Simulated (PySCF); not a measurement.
## Fractional electron number in V⁺ (vanadium, charge +1)

The 3d alpha orbital of [Ar] 3d4 is emptied in steps (occupation f), with all orbitals relaxed, ending at [Ar] 3d3. Calculation: PySCF 2.14, in x2c-TZVPall (6s5p4d1f, 48 functions); scalar relativity by spin-free X2C-1e. The exact energy is a straight line in f; departures are measured from the line between the end points of the same method.

```tsv
f	M06-2X (eV)
1	0.000
0.75	-0.372
0.5	-0.509
0.25	-0.390
0	0.000
```

```json
{"method": "M06-2X", "E(f=0) − E(f=1) (eV)": "14.672", "−ε at f=1 (eV)": "12.771", "−ε at f=0.5 (eV)": "14.638"}
```

Orbital energy along the path (eV):

```csv
f,M06-2X
1,-12.771
0.75,-13.626
0.5,-14.638
0.25,-15.664
0,-16.849
```

Reference removal energy between the ground levels: 14.634 ± 0.007 eV (measured; NIST Atomic Spectra Database, ionization energies). The calculation has no spin-orbit coupling. The determinant left behind need not be the lowest term of the ion.
